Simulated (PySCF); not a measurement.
**Do core-level shifts follow atomic charges?**

Si(vinyl)3(NHEt), C8H15NSi.
Cartesian coordinates in Å at the PBE0-D3(BJ)/def2-SVP level; atoms count from 1:
```xyz
25
C8H15NSi angstrom
Si     0.063    0.596   -0.107
C     -0.069    0.637    1.766
C     -0.803    1.520    2.455
H      0.453   -0.142    2.339
H     -1.362    2.321    1.957
H     -0.891    1.486    3.547
C      1.873    0.466   -0.571
C      2.885    0.576    0.298
H      2.115    0.323   -1.634
H      2.711    0.731    1.369
H      3.934    0.525   -0.015
C     -0.713    2.150   -0.807
C     -1.468    2.153   -1.912
H     -0.519    3.110   -0.311
H     -1.678    1.223   -2.454
H     -1.900    3.071   -2.327
N     -0.746   -0.750   -0.856
C     -0.214   -2.093   -0.948
C     -0.515   -2.981    0.252
H     -1.762   -0.730   -0.820
H     -0.593   -2.579   -1.866
H      0.878   -2.019   -1.081
H     -0.078   -2.563    1.172
H     -0.111   -3.996    0.111
H     -1.601   -3.071    0.414
```

Binding energies: PySCF 2.14.0, delta-SCF UKS SCAN, pcX-2 on the ionised atom, pcseg-1 elsewhere, spin-free X2C. Charges: PBE0/pcSseg-1 ground-state density, for the ionised atom.

```
atom                    environment  C 1s (eV)  Mulliken (e)  IAO (e)  Hirshfeld (e)  ESP (e)
  C2   carbon bonded to C, Si and H     289.59        -0.530   -0.449         -0.146   -0.311
  C3     carbon bonded to C and 2 H     289.99        -0.177   -0.271         -0.086   -0.361
 C19     carbon bonded to C and 3 H     290.34        -0.297   -0.420         -0.123   -0.305
 C18  carbon bonded to C, N and 2 H     291.21        -0.073   -0.129         -0.021   +0.312
```

Task: How well does each charge scheme correlate with the binding energies over these sites?

Result: ESP: r = 0.90, slope 1.9 eV per e; Hirshfeld: r = 0.88, slope 11.2 eV per e; Mulliken: r = 0.82, slope 2.9 eV per e; IAO: r = 0.81, slope 3.8 eV per e. On 4 points no scheme stands out.

Task: The point-charge model writes a binding energy as kq + V + constant, with V the potential of the other atoms' charges at the site. What does it give with the IAO charges?

Result: V = Σ 14.40 eV Å × q/r over all other atoms: +4.82 eV at C2, +1.99 eV at C3, +4.74 eV at C19, -0.55 eV at C18. Fitting binding energy − V to q gives k = 21.1 eV per e and leaves an rms residual of 0.31 eV, against 0.35 eV for the fit on q alone. The model has no term for differences in relaxation between sites.

One conformer (not necessarily the lowest) at the PBE0-D3(BJ)/def2-SVP geometry, without solvent, vibrations or thermal averaging.
